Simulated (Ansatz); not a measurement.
This geometry of C$_{3}$H$_{8}$SSi (13 atoms, charge 0, multiplicity 1) is a first-order saddle point.

All numbers below come from RKS CAM-B3LYP-D4/cc-pVDZ (Ansatz 0.2.0).

```xyz
13
Properties=species:S:1:pos:R:3
C -1.503 -0.188 0.164
C -0.027 0.078 -0.155
C 0.715 -1.131 -0.697
Si 0.924 1.377 0.787
S 0.266 1.644 -1.208
H -1.742 -0.017 1.225
H -1.757 -1.234 -0.067
H -2.165 0.454 -0.432
H 0.678 -1.951 0.038
H 1.769 -0.908 -0.913
H 0.248 -1.492 -1.628
H 2.379 1.197 1.035
H 0.236 2.137 1.865
```

Question: Which two structures does it join? (They come from a converged band through this point; their orientation in space is the band's.)

Answer: No bond is made or broken. The dihedral H6–C1–C2–S5 goes from -49 to -170°. The two ends are copies of one structure, up to a mirror image or an exchange of like atoms.

Image 0:

```xyz
13
Properties=species:S:1:pos:R:3
C -1.484 -0.182 0.171
C -0.026 0.089 -0.144
C 0.680 -1.078 -0.806
Si 0.942 1.295 0.895
S 0.248 1.744 -1.056
H -1.973 0.679 0.648
H -1.570 -1.048 0.848
H -2.043 -0.418 -0.750
H 0.640 -1.964 -0.151
H 1.734 -0.857 -1.022
H 0.189 -1.340 -1.757
H 2.400 1.084 1.092
H 0.282 1.962 2.048
```

Image 8:

```xyz
13
Properties=species:S:1:pos:R:3
C -1.486 -0.183 0.157
C -0.024 0.074 -0.152
C 0.709 -1.141 -0.686
Si 0.909 1.385 0.787
S 0.252 1.638 -1.212
H -1.577 -0.982 0.910
H -2.023 -0.511 -0.749
H -1.992 0.713 0.540
H 0.665 -1.961 0.050
H 1.764 -0.927 -0.904
H 0.240 -1.500 -1.618
H 2.365 1.212 1.034
H 0.218 2.150 1.858
```

Question: How far does it lie above each of them?

Answer: 0.156 eV above the first and 0.156 eV above the second. This is the barrier of this one path; another mechanism may lie lower.

The run took 3 min on 2 threads of Arm Neoverse V2, with other jobs on the host, peak memory 0.35 GiB.
